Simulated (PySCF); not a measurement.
# NaBr: script and output

Input:

```python
from pyscf import gto, scf

mol = gto.M(
    atom='Na 0 0 0; Br 0 0 2.502',
    basis='6-31g*',
    charge=0,
    spin=0,
    verbose=4,
)
mf = scf.RHF(mol)
mf.kernel()
mf.analyze()
print('orbital energies (hartree):', mf.mo_energy[..., max(0, mol.nelec[1]-3):mol.nelec[0]+3].round(4))
```

```bash
$ python input.py
```

The log (some set-up lines removed):

```
PySCF version 2.14.0

[INPUT] Symbol           X                Y                Z      unit          X                Y                Z       unit  Magmom
[INPUT]  1 Na     0.000000000000   0.000000000000   0.000000000000 AA    0.000000000000   0.000000000000   0.000000000000 Bohr   0.0
[INPUT]  2 Br     0.000000000000   0.000000000000   2.502000000000 AA    0.000000000000   0.000000000000   4.728094763662 Bohr   0.0

nuclear repulsion = 81.4281479633094
number of shells = 20
number of NR pGTOs = 146
number of NR cGTOs = 50
basis = 6-31g*
ecp = {}

******** <class 'pyscf.scf.hf.RHF'> ********
method = RHF
initial guess = minao
damping factor = 0
level_shift factor = 0
DIIS = <class 'pyscf.scf.diis.CDIIS'>
SCF conv_tol = 1e-09
SCF max_cycles = 50
Initial guess from minao.
init E= -2732.7703650172
  HOMO = -0.4124678194837  LUMO = -0.0488455372050707  gap/eV = 9.89467
cycle= 1 E= -2734.00485889782  delta_E= -1.23  |g|= 0.23  |ddm|= 0.847
  HOMO = -0.277790617111434  LUMO = -0.0221402295351574  gap/eV = 6.95660
cycle= 2 E= -2734.02573733839  delta_E= -0.0209  |g|= 0.128  |ddm|= 0.631
  HOMO = -0.320947430598643  LUMO = -0.0181440868398912  gap/eV = 8.23970
cycle= 3 E= -2734.02797594789  delta_E= -0.00224  |g|= 0.0156  |ddm|= 0.124
  HOMO = -0.328455612773144  LUMO = -0.0168602952895061  gap/eV = 8.47894
cycle= 4 E= -2734.02802449837  delta_E= -4.86e-05  |g|= 0.00253  |ddm|= 0.0192
  HOMO = -0.32867200186495  LUMO = -0.0165421911197861  gap/eV = 8.49348
cycle= 5 E= -2734.02803100471  delta_E= -6.51e-06  |g|= 0.000537  |ddm|= 0.00808
  HOMO = -0.32857851745279  LUMO = -0.0164829896679697  gap/eV = 8.49255
cycle= 6 E= -2734.02803140925  delta_E= -4.05e-07  |g|= 0.000157  |ddm|= 0.00201
  HOMO = -0.328574102813125  LUMO = -0.0164962558502442  gap/eV = 8.49207
cycle= 7 E= -2734.02803144034  delta_E= -3.11e-08  |g|= 4.65e-05  |ddm|= 0.000577
  HOMO = -0.328564805223198  LUMO = -0.0165004520873309  gap/eV = 8.49170
cycle= 8 E= -2734.02803144339  delta_E= -3.05e-09  |g|= 5.81e-06  |ddm|= 0.000253
  HOMO = -0.32856387149542  LUMO = -0.0165010022598393  gap/eV = 8.49166
cycle= 9 E= -2734.02803144343  delta_E= -3.87e-11  |g|= 1.03e-06  |ddm|= 2.2e-05
  HOMO = -0.328563743227771  LUMO = -0.016501019204969  gap/eV = 8.49166
Extra cycle  E= -2734.02803144343  delta_E= -9.09e-13  |g|= 4.05e-07  |ddm|= 4.02e-06
converged SCF energy = -2734.02803144343
**** SCF Summaries ****
Total Energy =                       -2734.028031443431701
Nuclear Repulsion Energy =              81.428147963309385
One-electron Energy =                -3976.197209221653338
Two-electron Energy =                 1160.741029814911826
Two-electron Coulomb Energy =         1264.465903590094285
DFT Exchange-Correlation Energy =     -103.724873775182459
HOMO-LUMO gap [eV] =                     8.491659245837186
**** MO energy ****
[12 lines left out]
MO #13  energy= -3.06669339444119  occ= 2
MO #14  energy= -3.06548529843767  occ= 2
MO #15  energy= -3.06548529843766  occ= 2
MO #16  energy= -2.84037788047895  occ= 2
MO #17  energy= -1.56219141257318  occ= 2
MO #18  energy= -1.56219141257316  occ= 2
MO #19  energy= -1.56205436463969  occ= 2
MO #20  energy= -0.882431667804592 occ= 2
MO #21  energy= -0.347095731884941 occ= 2
MO #22  energy= -0.328563743227789 occ= 2
MO #23  energy= -0.328563743227771 occ= 2
MO #24  energy= -0.016501019204969 occ= 0
MO #25  energy= 0.0417910639984608 occ= 0
MO #26  energy= 0.0417910639984697 occ= 0
[24 lines left out]
 ** Mulliken pop on meta-lowdin orthogonal AOs  **
 ** Mulliken pop  **
pop of  0 Na 1s           2.00000
pop of  0 Na 2s           1.99987
pop of  0 Na 3s           0.13348
pop of  0 Na 4s           0.00375
pop of  0 Na 2px          1.99997
pop of  0 Na 2py          1.99997
pop of  0 Na 2pz          1.99986
pop of  0 Na 3px          0.00887
pop of  0 Na 3py          0.00887
pop of  0 Na 3pz          0.00256
pop of  0 Na 4px          0.00069
pop of  0 Na 4py          0.00069
[38 lines left out]
 ** Mulliken atomic charges  **
charge of    0Na =      0.83316
charge of    1Br =     -0.83316
Dipole moment(X, Y, Z, Debye):  0.00000, -0.00000, -9.53763
orbital energies (hartree): [-0.3471 -0.3286 -0.3286 -0.0165  0.0418  0.0418]
```

In short: E(SCF) = -2734.028031 Eh, 9 cycles, μz(SCF) = -9.54 D.

Wall time 1.3 s on one thread of a shared host.

Stability towards an unrestricted solution was not tested. The bond length is a typed value, not an optimised one.
